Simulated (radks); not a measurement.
Values are calculated unless marked as measured or tabulated.
Problem. All-electron atom: the erbium ion Er19+ in [Kr] 4d10 4f3. Level of theory: scalar-relativistic Kohn-Sham, LDA (Slater exchange, VWN5 correlation), spin-polarised, spherical densities, finite nucleus; open shells are filled with parallel spins first (spin-orbit coupling, left out, can overturn this in heavy ions); Fermi nuclear charge, rms radius 5.2516 fm (a radial shooting solver on a logarithmic mesh with Libxc functionals). Some entries of the table are withheld. Estimate them.

orbital,occ.,eigenvalue (eV),<r> (bohr),r(max) (bohr)
1s down,1,-57808.25,0.02039,0.01287
1s up,1,-57808.23,0.02039,0.01287
2s up,1,-10128.78,0.08654,0.07330
2s down,1,-10128.67,0.08654,0.07330
2p up,3,-9020.807,0.07676,0.05958
2p down,3,-9020.732,0.07676,0.05958
3s up,1,-2661.449,0.2254,0.2074
3s down,1,-2659.065,0.2253,0.2073
3p up,3,-2324.195,0.2245,0.2040
3p down,3,-2321.829,0.2243,0.2040
3d up,5,-1900.655,0.2037,0.1664
3d down,5,-1898.812,0.2035,0.1663
4s up,1,-902.1522,0.4928,0.4674
4s down,1,-897.9945,0.4931,0.4674
4p up,3,-786.7296,0.5157,0.4856
4p down,3,-782.6971,0.5161,0.4857
4d up,5,-632.3306,0.5370,(1)
4d down,5,-628.3886,0.5377,(2)
4f up,3,-461.0519,0.5470,0.4475
4f down,0,-456.9312,0.5485,0.4482

Solution. 
(1) 4d up r(max) (bohr): 0.4934
(2) 4d down r(max) (bohr): 0.4937
